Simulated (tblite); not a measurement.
C₃H₆Cl₃Si (doublet state).
SMILES: `C([Si](C)C)(Cl)(Cl)Cl`

Computed values, GFN2-xTB/tblite, gas phase, harmonic and unscaled. Against measured fundamentals such values can be off by several per cent, at times by over 20. Open shells enter through the occupations alone, without spin polarisation, and single modes of such species can be off by tens of per cent.

Harmonic wavenumbers (cm⁻¹): 38.5, 94.6, 102.4, 103.3, 106.7, 143.3, 173.6, 201.2, 245.3, 248.1, 272.0, 410.4, 579.3, 642.5, 675.3, 761.8, 771.2, 795.5, 821.6, 847.9, 853.7, 1346.1, 1353.9, 1451.4, 1455.5, 1461.5, 1465.7, 3002.6, 3006.2, 3046.7, 3050.2, 3054.7, 3057.8.

A = 1330, B = 1038, C = 887.9 MHz; mass 174.930 u (most abundant isotopes); point group Cs, symmetry number 1; spin multiplicity 2.

Problem. Zero-point energy?

Solution. Half the sum of the wavenumbers: 17820 cm⁻¹ = 213.17 kJ/mol.

Problem. Entropy at 400 K, 1 bar (ideal gas, RRHO, classical rotation)?

Solution. Translation 179.37, rotation 128.98, vibration 185.26, spin (R ln 2) 5.76: S = 499.4 J/(mol K).

Problem. And Cp and H(400 K) − H(0)?

Solution. Cp = 179.15 J/(mol K), of which vibrations give 145.89 (their classical limit is 33 R = 274.4); H(400 K) − H(0) = 48.77 kJ/mol without the zero-point energy, 35.47 from vibrations.

Problem. What must be added to the electronic energy to get the Gibbs energy at 400 K and 1 bar?

Solution. ZPE + [H(400 K) − H(0)] − T·S = 213.17 + 48.77 − 199.75 = 62.19 kJ/mol.

Problem. Blend soft modes into free rotors: weight 1/[1 + (100 cm⁻¹/ν̃)⁴] for the oscillator and the rest for a rotor with moment μB/(μ + B), μ = h/(8π²ν), B = 10⁻⁴⁴ kg m². What vibrational entropy results?

Solution. 170.12 J/(mol K) in place of 185.26, which changes −T·S at 400 K by +6.05 kJ/mol.

Hindered rotation and anharmonicity are outside this model.

Hardware: an Arm Neoverse N1 with one thread (shared host). Cost: 0.99 s wall. This covers the Hessian and the dipole derivatives.

Shape of the structure used: `[CH3:1][Si:2]([CH3:3])[C:4]([Cl:5])([Cl:6])[Cl:7]`: C1–Si2–C4–Cl5 -57°.
